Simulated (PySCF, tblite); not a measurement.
Isomers of C7H10N (doublet state), one GFN2-xTB conformer each. Single-point energies are computed at B3LYP/pcH-1 (PySCF, gas phase, no added dispersion term), electronic only. GFN2-xTB treats the open shell by occupation alone, and not every SCF solution was tested for stability.

Question: Rank them by B3LYP/pcH-1 energy, lowest first (kJ/mol).
A. `[CH2:1]=[C:2][C:3](=[CH2:4])[C:5](=[CH2:6])[CH2:7][NH2:8]` (doublet state) with C2–C3–C5–C6 -34°, C3–C5–C7–N8 -53°, C5–C7–N8–H -58° and 59°
B. `[CH2:1]=[N:2][C@@H:3]1[CH2:4][CH2:5][C@@H:6]2[CH2:7][C:8]12` (doublet state) with C1–N2–C3–C4 -134°, N2–C3–C4–C5 -143°, C3–C4–C5–C6 23°, C4–C5–C6–C7 51°, C5–C6–C7–C8 -94°
C. `[CH2:1]=[C:2]=[C:3]([CH:4][CH3:5])/[CH:6]=[N:7]/[CH3:8]` (doublet state) with C2–C3–C4–C5 0°, C2–C3–C6–N7 -179°
D. `[NH2:1][CH2:2][C:3]1=[CH:4][C@@H:5]2[CH:6][CH2:7][C@H:8]12` (doublet state) with H–N1–C2–C3 178° and -63°, N1–C2–C3–C4 102°
E. `[CH2:1]=[N:2][C@@H:3]1[CH2:4][CH2:5][C:6]2[CH2:7][C@H:8]12` (doublet state) with C1–N2–C3–C4 -133°, N2–C3–C4–C5 -140°, C3–C4–C5–C6 25°, C4–C5–C6–C7 52°, C5–C6–C7–C8 -99°
F. `[CH2:1][NH:2][C@@:3]12[CH:4]=[CH:5][CH2:6][C@@H:7]1[CH2:8]2` (doublet state) with H–C1–N2–C3 -176° and 35°, C1–N2–C3–C4 81°
G. `[CH3:1][NH:2][C@@H:3]1[C@@H:4]2[CH2:5][C:6]3[C@H:7]1[C@H:8]23` (doublet state) with C1–N2–C3–C4 -177°
H. `[CH2:1]=[N:2][C@@H:3]1[CH2:4][CH:5][C@@H:6]2[CH2:7][C@H:8]12` (doublet state) with C1–N2–C3–C4 -127°, N2–C3–C4–C5 -138°, C3–C4–C5–C6 21°, C4–C5–C6–C7 50°, C5–C6–C7–C8 -95°
I. `[CH2:1]=[N:2][C:3]1[CH2:4][CH2:5][C@@H:6]2[CH2:7][C@H:8]12` (doublet state) with C1–N2–C3–C4 165°, N2–C3–C4–C5 154°, C3–C4–C5–C6 19°, C4–C5–C6–C7 53°, C5–C6–C7–C8 -97°
J. `[CH3:1][C:2]1=[CH:3][C@@:4]2([NH2:5])[CH:6][C@H:7]2[CH2:8]1` (doublet state) with C3–C4–N5–H 153° and 28°

Answer: I (0.0), C (53.4), F (58.4), H (66.2), A (95.2), J (96.5), E (115.3), B (116.7), D (179.0), G (281.8).

As drawn, the highest has a four-membered ring and an N–H bond, which the lowest lacks. Neighbours under 21 kJ/mol apart (C=C=C([CH]C)/C=N/C and [CH2]N[C@@]12C=CC[C@@H]1C2; [CH2]N[C@@]12C=CC[C@@H]1C2 and C=N[C@@H]1C[CH][C@@H]2C[C@@H]21; C=[C]C(=C)C(=C)CN and CC1=C[C@@]2(N)[CH][C@H]2C1; CC1=C[C@@]2(N)[CH][C@H]2C1 and C=N[C@@H]1CC[C]2C[C@@H]21; others) can change places with a better method, another conformer or zero-point energy. GFN2-xTB itself gives, in the same order: 0.0, 168.9, 101.4, 96.5, 242.3, 143.4, 147.4, 150.3, 221.5, 250.2. Both levels put the same isomer lowest; measured from each level's own lowest isomer, the values differ by up to 147.1 kJ/mol (C=[C]C(=C)C(=C)CN: 242.3 against 95.2).

What happens when harmonic zero-point energies from GFN2-xTB frequencies are added?

| SMILES | ZPE (kJ/mol) | electronic (kJ/mol) | with ZPE (kJ/mol) |
| --- | --- | --- | --- |
| C=N[C]1CC[C@@H]2C[C@H]12 | 395.5 | 0.0 | 0.0 |
| C=C=C([CH]C)/C=N/C | 378.3 | 53.4 | 36.1 |
| [CH2]N[C@@]12C=CC[C@@H]1C2 | 392.4 | 58.4 | 55.3 |
| C=N[C@@H]1C[CH][C@@H]2C[C@@H]21 | 391.2 | 66.2 | 61.9 |
| C=[C]C(=C)C(=C)CN | 381.8 | 95.2 | 81.4 |
| CC1=C[C@@]2(N)[CH][C@H]2C1 | 392.0 | 96.5 | 93.0 |
| C=N[C@@H]1CC[C]2C[C@@H]21 | 395.6 | 115.3 | 115.4 |
| C=N[C@@H]1CC[C@@H]2C[C]21 | 395.6 | 116.7 | 116.8 |
| NCC1=C[C@@H]2[CH]C[C@H]12 | 392.1 | 179.0 | 175.6 |
| CN[C@@H]1[C@@H]2C[C]3[C@H]1[C@@H]32 | 399.4 | 281.8 | 285.7 |

The zero-point energies span 21.1 kJ/mol. The order is unchanged.
